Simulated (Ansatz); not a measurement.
`C[O][GeH2][Cl]` + `CS[SiH2]S` → `C[O][GeH]([Cl])[S]C` + `[SiH3]S`  (redistribution)

Program: Ansatz. Geometries: PBE0-D4/def2-TZVP. ΔE: electronic, gas phase. CCSD(T)/CBS is the MP2 limit (def2-TZVPP, def2-QZVPP) plus CCSD(T) − MP2 in def2-TZVPP, frozen cores. DFT in def2-TZVPP. B3LYP here is the variant with VWN-RPA as its local correlation; programs differ in this. For Ge outer-core shells are correlated without core-valence functions, which leaves a few kJ/mol of doubt a bond. Scalar relativity is left out up to krypton. One conformer a species, not always the lowest.

| level | ΔE (eV) |
| --- | --- |
| PBE-D4 | -0.01 |
| PBE0-D4 | 0.01 |
| B3LYP-D4 | -0.03 |
| B2PLYP | -0.01 |
| PBE | 0.02 |
| SCS-MP2/def2-TZVPP | -0.04 |
| HF/def2-QZVPP | 0.02 |
| HF/CBS(def2) | 0.02 |

What does CCSD(T)/CBS give? (An estimate is asked.)

Computed: -0.01 eV. The listed levels differ from it by 0.00, 0.02, -0.02, 0.00, 0.03, -0.03, 0.03, 0.03 eV.

Largest T1 diagnostic among the species: 0.011.

The D4 term adds −0.04 eV with B3LYP and −0.02 eV with PBE0; it sums over pairs of atoms, weighted by their polarisabilities, and B3LYP, whose exchange is more repulsive, gets the larger term. In def2-TZVPP, CCSD(T) changes the Hartree–Fock value by −0.05 eV (the triples alone add −0.01 eV) and MP2 by −0.04 eV.
